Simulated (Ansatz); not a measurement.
Relaxation of FH$_{4}$O$_{3}$Ti (9 atoms, charge 0, multiplicity 2), to a largest force component of 0.03 eV/Å in at most 50 steps.

These are results of Ansatz 0.2.0, UKS LDA/def2-SVP, not measurements.

```xyz
9
Properties=species:S:1:pos:R:3
Ti -0.032 -0.034 -0.011
F 0.015 0.075 1.780
O 1.613 -0.075 -0.657
H 2.197 -0.807 -0.918
O -0.839 1.390 -0.680
H -1.756 1.554 -0.961
O -0.903 -1.502 -0.408
H -1.368 -2.283 -0.067
H -0.018 0.034 3.899
```

**Question.** Where does it end, and by what steps?

**Answer.** It converged. The force dipped under the threshold on the way, but the program's further checks kept it going. After 5 steps the energy has fallen by 0.028 eV; F2 moved furthest, 0.07 Å.

| step | energy less start (eV) | largest force component (eV/Å) | accepted |
| --- | --- | --- | --- |
| 0 | 0.0000 | 1.095 | yes |
| 1 | -0.0195 | 0.539 | yes |
| 2 | -0.0262 | 0.060 | yes |
| 3 | -0.0260 | 0.169 | no |
| 4 | -0.0268 | 0.023 | yes |
| 5 | -0.0275 | 0.015 | yes |

```xyz
9
Properties=species:S:1:pos:R:3
Ti -0.031 -0.033 -0.027
F 0.030 0.099 1.717
O 1.620 -0.077 -0.667
H 2.212 -0.813 -0.900
O -0.845 1.393 -0.692
H -1.769 1.562 -0.945
O -0.907 -1.507 -0.400
H -1.374 -2.288 -0.061
H -0.027 0.015 3.954
```

Whether the end is a true minimum wasn't checked by a vibrational analysis.

Time of the run: 7.9 s on 4 threads of Arm Neoverse V1, with other jobs on the host, peak memory 0.19 GiB.
